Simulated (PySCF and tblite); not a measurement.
The numbers below are computed, except where a source is named.
C₅H₆F₄O, numbered as in [CH3:1][C:2](=[O:3])[C:4]([F:5])([F:6])[CH2:7][CH:8]([F:9])[F:10]. Conformers came from 150 starts (ETKDG and KDG, MMFF94s, GFN2-xTB); geometries are GFN2-xTB. Weights use B3LYP-D3(BJ)/def2-SVP (IEF-PCM, water) energies plus GFN2-xTB zero-point and thermal terms (modes under about 100 cm⁻¹ blended into free rotors). Symmetry numbers and mirror images are counted. Conformers within 3 kcal/mol (GFN2-xTB free energy) were kept, 9 at most. GIAO shieldings: B97-2/pcSseg-1 (IEF-PCM, water). Shifts are against TMS (¹H), TMS (¹³C) at the same level. Run with PySCF (density fitting) and tblite.

Torsions listed: O3–C2–C4–F5, F5–C4–C7–C8, C4–C7–C8–F9. Of a mirror pair one member is shown.

| conformer | shape | point group | mirror pair | ΔE(DFT) | Δ(G−E) at 330 K | δ C2 (ppm) |
| --- | --- | --- | --- | --- | --- | --- |
| 1 | -75°, -162°, -176° | C1 | yes | 0.00 | 0.00 | 209.2 |
| 2 | -173°, 57°, -71° | C1 | yes | 0.29 | -0.02 | 209.8 |
| 3 | -113°, 177°, 62° | C1 | yes | 0.95 | -0.31 | 208.2 |
| 4 | -114°, -57°, 161° | C1 | yes | 0.99 | -0.41 | 206.8 |
| 5 | 148°, 166°, 164° | C1 | yes | 1.39 | -0.20 | 210.1 |

Energies in kcal/mol; the thermal term leaves out symmetry numbers and mirror images.

(1) Work out the weights at 330 K and the ¹³C shift of C2 under fast exchange.

Results:

(1) RT = 0.656 kcal/mol. Each conformer gets RT ln(σ/g), with σ the rotational symmetry number and g = 2 for a mirror pair: 1: σ = 1, g = 2, G = 0.00 + 0.00 − 0.45 = -0.45, 0.00 above the lowest, exp(−ΔG/RT) = 1.000; 2: σ = 1, g = 2, G = 0.29 − 0.02 − 0.45 = -0.18, 0.27 above the lowest, exp(−ΔG/RT) = 0.658; 3: σ = 1, g = 2, G = 0.95 − 0.31 − 0.45 = 0.19, 0.64 above the lowest, exp(−ΔG/RT) = 0.374; 4: σ = 1, g = 2, G = 0.99 − 0.41 − 0.45 = 0.12, 0.58 above the lowest, exp(−ΔG/RT) = 0.414; 5: σ = 1, g = 2, G = 1.39 − 0.20 − 0.45 = 0.74, 1.20 above the lowest, exp(−ΔG/RT) = 0.162. The sum is 2.608, so the weights are 38.3, 25.2, 14.3, 15.9, 6.2 %. The averaged shift is 208.9 ppm. At 298.15 K it is 208.9 ppm. At 298.15 K the leading conformer alone gives 209.2 ppm and bare DFT energies give 209.1 ppm.


Conformer gaps in def2-SVP on xTB geometries can be 2 kcal/mol too large for S=O, P=O and other polar bonds.